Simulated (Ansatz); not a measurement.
Ansatz (an electronic-structure program) input (SVWN5/def2-TZVPD):

Ansatz 0.2 input:
```yaml
crystal:
  periodic: [false, false, false]
  atoms:
    - {symbol: Zn, position_ang: [-0.04728173, -0.00765725, 0.00429104]}
    - {symbol: H, position_ang: [0.95090284, -1.33051051, 0.01937606]}
    - {symbol: H, position_ang: [0.46754920, 1.56022813, -0.14810737]}
basis:
  gaussian:
    orbitals: def2-TZVPD
hamiltonian:
  xc: {name: SVWN5}
total_charge: -1
magnetization: {spin_polarized: true, initial_magnetization: 1}
output: {forces: true}
```

Output:

```
Functional definition: SVWN5
integrals: 0.01 GiB planned
566 factors; their error is unknown
mean field: 0.17 GiB planned
mean field evaluation 1: about -48364.9279 eV, gradient 6.5e1 eV
mean field evaluation 2: about -48342.3882 eV, gradient 1.5e2 eV
mean field evaluation 4: about -48372.0871 eV, gradient 3.1e0 eV
mean field evaluation 8: about -48372.0989 eV, gradient 1.5e-2 eV
mean field evaluation 16: about -48372.0989 eV, gradient 6.0e-6 eV
mean field evaluation 32: about -48371.2813 eV, gradient 3.6e0 eV
mean field -48372.09894449 eV, -1777.6418484239 hartree, gradient 7.0e-6 eV, S^2 0.750778; 4 other end points of the search recorded, 0 dependent functions left out
the calculation of the forces begins
reference -48372.09898054 eV, -1777.6418497485 hartree; 17, 16 occupied and 52, 53 virtual orbitals, 566 factors
Total energy: -48372.09898054 eV, -1777.6418497485 hartree
Atom 0 at    -0.047282    -0.007657     0.004291 Å, force     0.561511     0.090936    -0.050960 eV/Å
Atom 1 at     0.950903    -1.330511     0.019376 Å, force    -0.319671     0.187268     0.011996 eV/Å
Atom 2 at     0.467549     1.560228    -0.148107 Å, force    -0.241840    -0.278205     0.038964 eV/Å
Dipole moment:     0.024030     0.003892    -0.002181 e Å
```

The spin state was set by rule; other spins were not relaxed.
